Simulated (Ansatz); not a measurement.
An input meant for Al₇As₇ (charge 0, singlet).

```yaml
crystal:
  periodic: [false, false, false]
  atoms:
    - {symbol: Al, position_ang: [0.778956, -1.883590, 0.015755]}
    - {symbol: Al, position_ang: [-1.900454, 2.170292, -1.266513]}
    - {symbol: Al, position_ang: [-1.397531, -0.378275, -2.105372]}
    - {symbol: Al, position_ang: [-2.089492, -0.718465, 0.473606]}
    - {symbol: Al, position_ang: [0.957450, -1.260027, 2.581721]}
    - {symbol: Al, position_ang: [0.597704, 1.006220, 0.243663]}
    - {symbol: Al, position_ang: [3.146133, -0.827468, 1.174960]}
    - {symbol: As, position_ang: [-3.568361, 0.462003, -1.086980]}
    - {symbol: As, position_ang: [-1.299758, -2.586744, -1.018879]}
    - {symbol: As, position_ang: [3.107142, -0.812643, 3.520556]}
    - {symbol: As, position_ang: [-0.108413, 1.600230, -2.940795]}
    - {symbol: As, position_ang: [0.249342, 3.140159, -0.815039]}
    - {symbol: As, position_ang: [2.366851, -0.270580, -1.034785]}
    - {symbol: As, position_ang: [-0.839579, 0.358868, 2.258092]}
basis:
  gaussian: {orbitals: ANO-RCC-VTZP, fitting: {mean_field: def2-universal-jkfit}}
total_charge: 5
magnetization: {spin_polarized: true, initial_magnetization: 1}
hamiltonian: {xc: {name: PBE0}}
scf: {omitted_lower_state_checks: [starts]}
output: {forces: true}
```

```sh
$ ansatz run in.yaml --threads 2 --pin off --events-out ev --progress --plain --max-ram 32768MiB --backend cuda --devices 0, --max-vram 18GiB
```

Shortened log:

```
Functional definition: PBE0
2758 factors; integrals over basis functions are off by at most 9.9e-1 eV
mean field evaluation 1: about -476695.9463 eV, gradient 1.0e2 eV
mean field evaluation 2: about -474233.1187 eV, gradient 5.2e2 eV
mean field evaluation 4: about -476733.8387 eV, gradient 6.1e1 eV
mean field evaluation 8: about -476769.8562 eV, gradient 6.5e0 eV
mean field evaluation 16: about -476770.3245 eV, gradient 4.1e-1 eV
mean field evaluation 32: about -476770.4332 eV, gradient 7.8e-6 eV
mean field -476770.43316020 eV, -17520.9902520306 hartree, gradient 7.8e-6 eV, S^2 1.655453; 0 other end points of the search recorded, 0 dependent functions left out
reference -476770.43322260 eV, -17520.9902543239 hartree; 159, 158 occupied and 380, 381 virtual orbitals, 2758 factors
Total energy: -476770.43322260 eV, -17520.9902543239 hartree
Relativity: scalar
Atom 0 at     0.778956    -1.883590     0.015755 Å, force    -0.613250    -0.309272    -1.552654 eV/Å
Atom 1 at    -1.900454     2.170292    -1.266513 Å, force    -1.363897     0.509885     0.636037 eV/Å
Atom 2 at    -1.397531    -0.378275    -2.105372 Å, force     0.266298    -0.677600    -0.881473 eV/Å
Atom 3 at    -2.089492    -0.718465     0.473606 Å, force    -0.479034    -0.576483     0.173255 eV/Å
Atom 4 at     0.957450    -1.260027     2.581721 Å, force    -0.937368     0.265513     1.808346 eV/Å
Atom 5 at     0.597704     1.006220     0.243663 Å, force     0.220077    -0.259858     0.317204 eV/Å
Atom 6 at     3.146133    -0.827468     1.174960 Å, force     1.574829     0.569502    -1.351226 eV/Å
Atom 7 at    -3.568361     0.462003    -1.086980 Å, force    -0.717334     0.455424     0.025178 eV/Å
Atom 8 at    -1.299758    -2.586744    -1.018879 Å, force    -0.244616     0.055922     0.227739 eV/Å
Atom 9 at     3.107142    -0.812643     3.520556 Å, force     0.555395    -0.276000     1.093863 eV/Å
Atom 10 at    -0.108413     1.600230    -2.940795 Å, force     0.989409     0.500126     0.033295 eV/Å
Atom 11 at     0.249342     3.140159    -0.815039 Å, force    -0.057143     0.531144    -1.327442 eV/Å
Atom 12 at     2.366851    -0.270580    -1.034785 Å, force     0.413405    -0.372962     0.893684 eV/Å
Atom 13 at    -0.839579     0.358868     2.258092 Å, force     0.393230    -0.415341    -0.095806 eV/Å
Dipole moment:     0.710437    -0.679441     1.019645 e Å
Checks for a lower state left out: starts
```

In this input the charge is far from what the species holds (5 typed, 0 meant). Self-consistency was reached. The result belongs to that input, not to the species as meant.

DK, ANO-RCC and x2c sets are all-electron and run with scalar relativity unless a key says otherwise. The charge 5 doublet is spin-contaminated (final ⟨S²⟩ up to 1.66, 0.75 for a pure state).
